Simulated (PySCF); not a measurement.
Correlation energy of Te (tellurium, neutral)

[Kr] 4d10 5s1 5p5, high-spin 3P determinant (an excited configuration). All numbers are calculated (PySCF 2.14, scalar relativity through the core potential, in def2-TZVPPD with the def2 core potential (28 electrons) (7s6p4d2f, 59 functions)). Frozen: nothing; 24 electrons correlated.

```json
{"level": "CCSD", "correlation energy (mhartree)": "-521.76"}
{"level": "(T)", "correlation energy (mhartree)": "-38.18"}
{"level": "CCSD(T)", "correlation energy (mhartree)": "-559.94"}
```

Diagnostics: T1 = 0.018, D1 = 0.0797, largest double amplitude 0.213.

Is a single reference adequate?

Not fully. A double-excitation amplitude exceeds 0.15, a sign of near-degeneracy.

The basis has no tight functions for the innermost shells, so their pair energies are far from complete.

This basis was not built for core-valence correlation, so the inner-shell part is incomplete.
